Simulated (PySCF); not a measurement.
H₂Zn (SMILES [ZnH2]), singlet, geometry from GFN2-xTB (such geometries of metal compounds can be far from the true shape). Base run: M062X/def2-TZVP in PySCF.

The PySCF input:
```python
from pyscf import gto, scf, dft, solvent

mol = gto.M(
    atom='''
Zn    0.00000000    0.00000000    0.00000000
H    -0.00000000   -0.00000000   -1.49925462
H     0.00000000    0.00000000    1.49925462
''',
    basis='def2-tzvp',
    verbose=4,
)

mf = dft.RKS(mol)
mf.xc = 'm062x'
mf.kernel()
```

Variants of this job, named by their change:

```tsv
change	ΔE vs base (kJ/mol)	HOMO-LUMO gap (eV)
base	0.00	8.89
model = IEF-PCM; solvent = toluene; vdw_scale = 1.1	-34.6	9.19
model = IEF-PCM; solvent = toluene; r_probe = 0.5	-6.58	9.03
model = IEF-PCM; solvent = toluene; lebedev_order = 11	-22.71	9.14
model = IEF-PCM; solvent = toluene; lebedev_order = 41	-22.67	9.16
model = IEF-PCM; solvent = toluene; vdw_scale = 1.0	-55.6	9.21
model = IEF-PCM; solvent = dichloromethane	(withheld)	(withheld)
model = SS(V)PE; solvent = toluene	-22.65	9.16
model = IEF-PCM; solvent = toluene; vdw_scale = 1.4	-11.09	9.09
model = COSMO; solvent = toluene	(withheld)	(withheld)
model = C-PCM; solvent = toluene	-26.4	9.21
model = IEF-PCM; solvent = water	(withheld)	(withheld)
```

**Question.** Fill in the missing entries.

**Answer.** 
- model = IEF-PCM; solvent = dichloromethane, ΔE vs base (kJ/mol): -41.4
- model = IEF-PCM; solvent = dichloromethane, HOMO-LUMO gap (eV): 9.39
- model = COSMO; solvent = toluene, ΔE vs base (kJ/mol): -21.35
- model = COSMO; solvent = toluene, HOMO-LUMO gap (eV): 9.15
- model = IEF-PCM; solvent = water, ΔE vs base (kJ/mol): -49.1
- model = IEF-PCM; solvent = water, HOMO-LUMO gap (eV): 9.49

The base is the gas phase, so ΔE is the electrostatic part of solvation at a fixed geometry, without cavity and dispersion terms.
